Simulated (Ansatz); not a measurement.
Method: frozen-core CCSD(T)/def2-TZVPP // CAM-B3LYP-D3(BJ)/def2-TZVP run with Ansatz (a program for electronic structure).

Ansatz 0.2 input:
```yaml
crystal:
  periodic: [false, false, false]
  atoms:
    - { symbol: C, position_ang: [-1.043512, -0.272879, 0.147311] }
    - { symbol: C, position_ang: [0.197907, 0.378196, 0.202073] }
    - { symbol: C, position_ang: [1.305247, -0.007726, -0.431485] }
    - { symbol: O, position_ang: [2.272702, -0.332223, -0.976517] }
    - { symbol: H, position_ang: [-1.189211, -1.164201, -0.441873] }
    - { symbol: H, position_ang: [-1.875145, 0.123135, 0.705599] }
    - { symbol: H, position_ang: [0.332012, 1.275697, 0.794894] }
basis:
  gaussian: { orbitals: def2-TZVPP }
correlation:
  method: ccsd_t
magnetization:
  spin_polarized: true
  initial_magnetization: 1
```

Output:

```
Functional definition: HF
1019 factors; integrals over basis functions are off by at most 6.1e-4 eV
mean field evaluation 1: about -5172.9528 eV, gradient 2.5e1 eV
mean field evaluation 2: about -5172.9588 eV, gradient 2.5e1 eV
mean field evaluation 4: about -5175.9650 eV, gradient 3.8e0 eV
mean field evaluation 8: about -5176.2026 eV, gradient 2.4e-1 eV
mean field evaluation 16: about -5172.9520 eV, gradient 2.5e1 eV
mean field evaluation 32: about -5174.5593 eV, gradient 2.4e-1 eV
mean field evaluation 64: about -5174.4525 eV, gradient 5.0e-3 eV
mean field evaluation 96: about -5170.3765 eV, gradient 7.8e-3 eV
mean field -5176.20518561 eV, -190.2220320133 hartree, gradient 1.7e-6 eV, S^2 0.852090; 2 other end points of the search recorded, 0 dependent functions left out
determinant -5176.20518561 eV, -190.2220320133 hartree, with singles and doubles -5195.17648131 eV, -190.9192142712 hartree
determinant -5174.56673597 eV, -190.1618200995 hartree, with singles and doubles -5193.52398962 eV, -190.8584863216 hartree
determinant -5174.45246689 eV, -190.1576207884 hartree, with singles and doubles -5193.61727888 eV, -190.8619146387 hartree
4 core orbitals not correlated
reference -5176.20518561 eV, -190.2220320133 hartree; 11, 10 occupied and 151, 152 virtual orbitals, 1019 factors
second order -18.16335122 eV of doubles, -0.00000000 eV of singles
cycle   1  -18.78652709 eV  change    -1.6e0 eV  update   2.4e-2
cycle   2  -18.83304516 eV  change   -4.7e-2 eV  update   5.5e-3
cycle   3  -18.82889759 eV  change    4.1e-3 eV  update   2.6e-3
cycle   4  -18.83129797 eV  change   -2.4e-3 eV  update   1.2e-3
cycle   5  -18.83200911 eV  change   -7.1e-4 eV  update   6.1e-4
cycle   6  -18.83271648 eV  change   -7.1e-4 eV  update   2.7e-4
cycle   7  -18.83291480 eV  change   -2.0e-4 eV  update   1.1e-4
cycle   8  -18.83298669 eV  change   -7.2e-5 eV  update   5.7e-5
cycle   9  -18.83295093 eV  change    3.6e-5 eV  update   3.2e-5
cycle  10  -18.83293155 eV  change    1.9e-5 eV  update   1.5e-5
perturbative correction -0.88500620 eV, -0.0325233781 hartree
Total energy: -5195.92312336 eV, -190.9466528604 hartree
```

Cost: about 2.1 core-minutes (a rough figure).
